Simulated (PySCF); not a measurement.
CBr₃, SMILES Br[C](Br)Br, multiplicity 2.

Coordinates come from a PBE-D3(BJ)/def2-SVP optimisation.

Level of theory: PBE-D3(BJ)/def2-SVP (PySCF).

Frequencies are harmonic and unscaled.

Modes within 1.5 cm⁻¹ of each other (mostly degenerate sets) share a row, with their intensities summed.

```json
[
 {"mode": "1–2", "ν (cm⁻¹)": "156", "IR (km/mol)": "0.0", "moving atoms (share of kinetic energy)": "Br 97 %"},
 {"mode": "3", "ν (cm⁻¹)": "230", "IR (km/mol)": "2.0", "moving atoms (share of kinetic energy)": "C 50 %, Br 50 %"},
 {"mode": "4", "ν (cm⁻¹)": "303", "IR (km/mol)": "1.6", "moving atoms (share of kinetic energy)": "Br 55 %, C 45 %"},
 {"mode": "5–6", "ν (cm⁻¹)": "749", "IR (km/mol)": "293.3", "moving atoms (share of kinetic energy)": "C 92 %"}
]
```
